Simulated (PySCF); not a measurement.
# Relaxation of quartet RuO2Br

All numbers come from UPBE0 in PySCF with Ru def2-TZVP with ECP28, O def2-TZVP, Br def2-TZVP; scalar-relativistic core potentials, no spin–orbit coupling; density-fitted integrals. A (50,194) grid was used.

A start displaced from a saddle point along its imaginary mode, of Cs symmetry, held to at least that symmetry:

```xyz
4
charge 0 multiplicity 4, angstrom
Ru    0.0619    0.0000   -0.7873
O     1.6284    0.0000   -1.5482
O    -1.6631    0.0000   -1.0494
Br   -0.0729    0.0000    1.5430
```

Optimiser trace:
| step | E − E(last) (kJ/mol) | largest gradient (Eh/bohr) |
| --- | --- | --- |
| 0 | 24.08 | 0.01861 |
| 1 | 19.77 | 0.00590 |
| 2 | 16.06 | 0.00881 |
| 3 | 4.54 | 0.04248 |
| 4 | 1.11 | 0.00715 |
| 5 | 0.62 | 0.00469 |
| 6 | 0.26 | 0.00208 |
| 7 | 0.07 | 0.00156 |
| 8 | 0.03 | 0.00113 |
| 9 | 0.01 | 0.00091 |
| 10 | 0.00 | 0.00037 |
| 11 | 0.00 | 0.00006 |

It ends at Cs with Ru–Br 2.413 Å, Ru–O 1.701 Å, Ru–O 1.706 Å; Br–Ru–O 96.1°, Br–Ru–O 147.7°, O–Ru–O 116.3°. A frequency run shows a minimum. Other isomers or separated fragments may lie lower.

Final geometry:
```xyz
4
charge 0 multiplicity 4, angstrom
Ru    0.2123    0.0000   -0.7460
O     1.3907    0.0000   -1.9733
O    -1.4140    0.0000   -1.2610
Br   -0.2694    0.0000    1.6186
```

With open d or f shells other occupations or spin states may lie lower. At this level a doublet minimum of C2v symmetry lies 195 kJ/mol below this structure.

The relaxation took 74 s on 4 threads of a shared Arm Neoverse V1 host, with 150 basis functions and 12 gradients; the process peaked at 1.5 GiB. Launch command: `OMP_NUM_THREADS=4 python axn.py task.json out`.
